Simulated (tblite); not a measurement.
Species: C5H7OS2 (doublet state).
SMILES with atom numbers: `[CH3:1][S@@:2](=[O:3])[C@@H:4]1[CH2:5][CH:6]=[C:7][S:8]1` (hydrogens: H9, H10, H11 on C1; H12 on C4; H13, H14 on C5; H15 on C6)

The geometry is computed with GFN2-xTB (gas phase). This method treats the open shell by occupation alone, without spin polarisation.

Task: Give the optimised bond lengths and angles.

Result: 
```
                 bond  length (Å)   order
                C1–S2       1.840  single
                S2=O3       1.462  double
                S2–C4       1.871  single
                C4–C5       1.533  single
                C5–C6       1.516  single
                C6=C7       1.317  double
                C7–S8       1.715  single
                C4–S8       1.844  single
C1–H9, C1–H10, C1–H11       1.085  single
               C4–H12       1.090  single
               C5–H13       1.091  single
               C5–H14       1.096  single
               C6–H15       1.075  single
```

Bonds in one row agree within 0.01 Å and their mean is given. Orders are formal, as drawn. A selection of angles:
```
     angle  degrees
  S2–C1–H9    109.2
 S2–C1–H10    107.4
 H9–C1–H10    109.6
 H9–C1–H11    111.5
  C1–S2–O3    105.9
  C1–S2–C4     95.5
  O3–S2–C4    103.7
  S2–C4–C5    109.4
  S2–C4–S8    108.7
 S2–C4–H12    108.0
  C5–C4–S8    106.9
 C5–C4–H12    113.2
 S8–C4–H12    110.6
  C4–C5–C6    107.0
 C4–C5–H13    111.0
 C4–C5–H14    110.1
 C6–C5–H13    109.4
 C6–C5–H14    111.6
H13–C5–H14    107.8
  C5–C6–C7    114.4
 C5–C6–H15    120.4
 C7–C6–H15    125.1
  C6–C7–S8    116.4
  C4–S8–C7     91.8
```

Torsions: C1–S2–C4–C5 -174° (antiperiplanar); S2–C4–C5–C6 -137° (anticlinal); C4–C5–C6–C7 18° (synperiplanar); C5–C6–C7–S8 -8° (synperiplanar); C6–C7–S8–C4 -4° (synperiplanar); S2–C4–S8–C7 131° (anticlinal).

The 4 C–S bonds span 1.715 Å (C7–S8, drawn single) to 1.871 Å (S2–C4, drawn single), a spread of 0.156 Å. C6 (carbon bonded to 2 C and H) is planar (angles 125.1°, 120.4° and 114.4°, sum 359.9°, 0.02 Å off the plane of its three neighbours). S2 (sulfur bonded to 2 C and O) is pyramidal (angles 105.9°, 103.7° and 95.5°, sum 305.2°, 0.75 Å off the plane of its three neighbours). The 5-membered ring C4–C5–C6–C7–S8 has internal angles of 91.8° to 116.4°; it is puckered, 0.09 Å rms from its mean plane, widest ring torsion 19°. The 3 C–C bonds span 1.317 Å (C6=C7, drawn double) to 1.533 Å (C4–C5, drawn single), a spread of 0.216 Å. Of the pairs four or more bonds apart, S8···H11 is among the closest relative to their van der Waals radii: 2.80 Å, 93 % of the sum of Bondi's values.

Point group: C1 (no symmetry element, even within 0.4 Å). Its GFN2-xTB frequencies are all real (lowest 46 cm⁻¹). 3 starts were optimised and ended at 0.00, 0.03 and 0.17 kcal/mol (GFN2-xTB); the lowest of these is shown.

On one thread, AMD EPYC (x86_64), shared host, this took 1.0 s. That covers the optimisation of the geometry.

One conformer stands for the species.
